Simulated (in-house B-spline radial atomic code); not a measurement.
## LDA exchange-only excitations of As³⁺

Method: LDA exchange-only. Computed with a B-spline radial code for spherical atoms: linear response of the closed shell [Ar] 3d10 4s2 with the functional's adiabatic kernel; scalar-relativistic (spin-free one-electron X2C), finite nucleus, no spin-orbit coupling, no double excitations, S, P, D and F terms only; shells from n = 2 respond. Only terms of natural parity with L up to 3 were computed.

Command:
```bash
python run_td.py task.json out
```
Settings (radii: box in bohr, nucleus in fm):
```
Z                        33
electrons                30
configuration            [Ar] 3d10 4s2
hamiltonian              x2c
method                   lda,
box_radius               23.08
rms_radius               4.0968
intervals                72
```

Cost of the run: 1.3 s on 1 thread of Arm Neoverse N1, with other jobs on the host.

The lowest states, in the order of their Tamm-Dancoff energies; the method's threshold (minus the highest occupied level) is 43.42 eV. Labels give the largest channel, * marks a mixed state, and oscillator strengths are full-response dipole values. Semilocal kernels can invert the small singlet-triplet splittings of Rydberg terms. Energies in eV:

```
     state  full response  Tamm-Dancoff  oscillator strength
4s → 4p 3P          9.530         9.718                    -
4s → 4p 1P         14.348        14.982                 1.62
4s → 4d 3D         25.043        25.086                    -
4s → 5s 3S         26.423        26.435                    -
4s → 4d 1D         26.434        26.449                    -
4s → 5s 1S         27.366        27.394                    -
4s → 5p 3P         29.927        29.938                    -
4s → 5p 1P          30.43         30.49               0.0141
4s → 4f 3F          34.31         34.32                    -
4s → 4f 1F              ?             ?                    -
4s → 5d 3D          34.64         34.64                    -
4s → 6s 3S          34.69         34.69                    -
4s → 5d 1D          34.93         34.94                    -
4s → 6s 1S              ?             ?                    -
4s → 6p 3P          36.03         36.03                    -
```

**Question.** Where does 4s → 6s 1S lie?

**Answer.** At 34.95 eV in full response, 34.96 eV in Tamm-Dancoff.

**Question.** Where does 4s → 4f 1F lie?

**Answer.** At 34.53 eV in full response, 34.53 eV in Tamm-Dancoff.

**Question.** How large is the singlet-triplet splitting of 4s → 4p (P terms) in Tamm-Dancoff?

**Answer.** 5.26 eV, from the unrounded values.

**Question.** What polarisabilities and dispersion coefficient does the method give?

**Answer.** Dipole 6.591 bohr³, quadrupole 14.58 bohr⁵, C6 20.63 hartree·bohr⁶ for two such species.
